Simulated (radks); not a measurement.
Results of a calculation; reference values are marked as such.
Numerical settings for neutral lanthanum, [Xe] 5d1 6s2. Code: a radial shooting solver on a logarithmic mesh with Libxc functionals. Model: Dirac Kohn-Sham, PBE, spin-unpolarised, spherical densities, finite nucleus; open shells are shared between the two j in proportion to 2j + 1; Fermi nuclear charge, rms radius 4.855 fm. The defaults (mesh step 0.008 in ln r, mesh end at 40 bohr or more with all orbitals vanishing there, Anderson mixing 0.5 over 9 steps, residual threshold near 1e-9 with the energy settled to 1e-9 hartree or 1e-11 of itself, here a cap of 99 iterations) give E = -8497.1319 hartree and 5d5/2 at -3.014 eV in 13 iterations. Times are rough (one thread of a shared host). Changes against that run (0 stands for a change within the tolerance of the run):

setting,iterations,converged,E (mhartree),e(5d5/2) (meV),CPU (s)
mesh step in ln r 0.012,13,yes,0,0,0.1
mesh step in ln r 0.005,14,yes,0,0,0.24
mesh step in ln r 0.05,13,yes,+0.0182,+0.0143,0.04
mesh end (bohr) 3,13,level above zero,+5.32e+03,+3.03e+04,0.11
mesh end (bohr) 8,14,yes,+26.1,+748,0.14
residual threshold 0.1,8,yes,0,+1.67,0.11
residual threshold 0.01,8,yes,0,+1.67,0.11
mixing 2.5,23,yes,0,0,0.24
"linear mixing, mixing 0.8",36,yes,0,0,0.33
"linear mixing, mixing 1",99,no,+0.0749,+59.5,1.2
mixing history 3,16,yes,0,0,0.17
iteration cap 8,8,no,0,-0.0602,0.09

Settled on a wrong energy, with an occupied level pushed above zero by the early mesh end: mesh end (bohr) 3 (+5.32 hartree). Apart from these: settings that end as converged yet miss the energy by more than 1 mhartree: mesh end (bohr) 8 (+0.0261 hartree). A mesh that ends early acts as a hard wall.
